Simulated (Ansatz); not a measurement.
Compare A (`CC/C=C/C(C)(C)C`) with its isomer B (`CC(C)/C=C/C(C)C`).

Program: Ansatz. Geometries: PBE0-D4/def2-TZVP. ΔE: electronic, gas phase. CCSD(T)/CBS is the MP2 limit (def2-TZVPP, def2-QZVPP) plus CCSD(T) − MP2 in def2-TZVPP, frozen cores. Double bonds are as drawn, so ΔE can hold a change between cis and trans. DFT in def2-TZVPP. B3LYP here is the variant with VWN-RPA as its local correlation; programs differ in this. One conformer a species, not always the lowest.

Question: Which is lower in electronic energy at CCSD(T)/CBS, and by how much? (Best estimate.)

Answer: Ansatz gave: A, by 0.7 kcal/mol.

Question: Give E(B) − E(A) in kcal/mol with CCSD(T)/def2-TZVPP, B2PLYP, HF/def2-TZVPP, PBE0-D4, BLYP-D4, B3LYP, B3LYP-D4. (An estimate is asked.)

Answer: The calculation gave: CCSD(T)/def2-TZVPP 0.8, B2PLYP 0.1, HF/def2-TZVPP -0.6, PBE0-D4 0.2, BLYP-D4 0.3, B3LYP -0.5, B3LYP-D4 0.2. The order is the other way round with HF/def2-TZVPP, B3LYP.

Largest T1 diagnostic: 0.009.

In def2-TZVPP, CCSD(T) changes the Hartree–Fock value by +1.5 kcal/mol (the triples alone add +0.2 kcal/mol) and MP2 by +1.8 kcal/mol. Leaving LDA and LC-ωPBE aside and taking each functional with its dispersion term where it has one, the values, not all of them listed here, spread over 0.5 kcal/mol, from B2PLYP to ωB97M-V. LDA lies +0.9 kcal/mol from PBE without D4.
